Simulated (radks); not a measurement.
The numbers below are computed, except where a source is named.
Charge is removed step by step from the 2s1/2 level of Al3+, starting from [Ne]. Level of theory: Dirac Kohn-Sham, PBEsol, spin-unpolarised, spherical densities, finite nucleus; Fermi nuclear charge, rms radius 3.061 fm (a radial shooting solver on a logarithmic mesh with Libxc functionals).

| removed (e) | E - E(0) (eV) | eigenvalue (eV) | E minus straight line (eV) |
|---|---|---|---|
| 0 | 0.000 | -142.26 | 0.000 |
| 0.125 | 18.033 | -146.27 | -1.784 |
| 0.25 | 36.568 | -150.30 | -3.066 |
| 0.375 | 55.610 | -154.37 | -3.842 |
| 0.5 | 75.161 | -158.46 | -4.107 |
| 0.625 | 95.226 | -162.58 | -3.860 |
| 0.75 | 115.81 | -166.73 | -3.095 |
| 0.875 | 136.91 | -170.91 | -1.810 |
| 1 | 158.54 | -175.12 | 0.000 |

Removing the whole electron costs 158.54 eV by Delta-SCF, against 142.26 eV from minus the eigenvalue at the starting occupation. Slater's transition state (half an electron removed) gives 158.46 eV. Integrating minus the eigenvalue over the occupation (Janak's theorem) gives 158.54 eV. The mean slope of the eigenvalue, de/dn, is 32.9 eV per electron.
